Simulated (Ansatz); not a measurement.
Molecule: C$_{5}$H$_{12}$Si, charge 0, multiplicity 1. 
Coordinates optimised at B3LYP-D3(BJ)/def2-TZVP (Ansatz, a quantum-chemistry and plane-wave program):
SMILES: C1CCC[SiH]1C
```xyz
18

C      2.3856     0.2289     0.2073
Si     0.7427    -0.3192    -0.5158
C     -0.4641     1.1047    -0.8483
C     -1.4922     0.9795     0.2977
C     -1.7358    -0.5120     0.5753
C     -0.3691    -1.2137     0.7328
H      2.9670     0.8011    -0.5187
H      2.9874    -0.6293     0.5145
H      2.2287     0.8598     1.0854
H      1.0001    -1.1326    -1.7346
H     -0.9583     0.9546    -1.8121
H      0.0036     2.0900    -0.8803
H     -2.4259     1.4985     0.0684
H     -1.0874     1.4458     1.2022
H     -2.3724    -0.6541     1.4520
H     -2.2703    -0.9462    -0.2758
H     -0.4373    -2.2923     0.5888
H      0.0210    -1.0511     1.7425
```
Charge 0, spin multiplicity 1.

Total electronic energies in hartree. Cores are frozen in the correlated levels unless marked. Spin-orbit coupling is left out. No relativistic terms. CBS(X,Y): correlation extrapolated as X^-3; Hartree-Fock from the larger set.

| level | program | energy (Eh) |
|---|---|---|
| PBE-D4/def2-TZVPD | Ansatz + dftd4 | -486.92856 |
| PBE0-D3(BJ)/def2-TZVP | Ansatz + dftd3 | -486.99818 |
| r2SCANh-D4/def2-TZVPD | Ansatz + dftd4 | -487.19632 |
| wB97M-V/def2-TZVPD | Ansatz | -487.21220 |
| B2PLYP-D4/def2-TZVPD | Ansatz + dftd4 | -487.03733 |
| MP2/6-31G* | Ansatz | -485.99485 |
| RI-MP2/aug-cc-pV(Q+d)Z | Ansatz | -486.44490 |
| CCSD(T)/STO-3G | Ansatz | -480.09178 |
| CCSD(T)/CBS(cc-pV(T+d)Z,cc-pV(Q+d)Z) | Ansatz | -486.5792 |

Totals of different functionals don't rank their quality; only differences between species are comparable.
